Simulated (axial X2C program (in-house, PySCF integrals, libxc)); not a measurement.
Spin–orbit effects down a group: molecules with W, PBE0

Computed with an in-house all-electron X2C program for linear molecules (integrals from PySCF), spin-free (one-electron X2C) or two-component (2c: spin–orbit coupling with atomic mean-field Coulomb and Gaunt terms, which also bring small scalar terms), in Dyall basis sets with cores contracted in-house; open shells are unrestricted.

Basis sets: H dyall-v3z, K dyall-cv3z, Na dyall-cv3z, W dyall-cv3z, W dyall-v3z.

```csv
molecule,spin-free state,Re (Å),ωe (cm⁻¹),De (eV),2c state,Re 2c (Å),ωe 2c (cm⁻¹),De 2c (eV)
WH,"M_S = 5/2, Λ = 0",1.704,1939.6,n/a,Ω = 5/2,1.703,1937.5,n/a
NaW,"M_S = 5/2, Λ = 0",2.938,175.3,n/a,Ω = 5/2,2.936,175.6,n/a
KW,"M_S = 5/2, Λ = 0",3.230,119.6,n/a,Ω = 5/2,3.229,119.8,n/a
```

Each entry is the lowest single determinant of a limited PBE0 search at one distance. De goes to single-determinant-based atoms at the same level (for ions the charge split of lowest energy) and is withheld (n/a) where an atom does not fit its ground term or J level. Main or longest-lived isotopes. One determinant is a doubtful description, or other states lie close, for WH, NaW, KW; these need not be ground states, and all values refer to the states named. With several unpaired electrons the Ω given is that of one determinant, not necessarily of the lowest component. The functionals have no current term, which raises determinants with orbital currents.
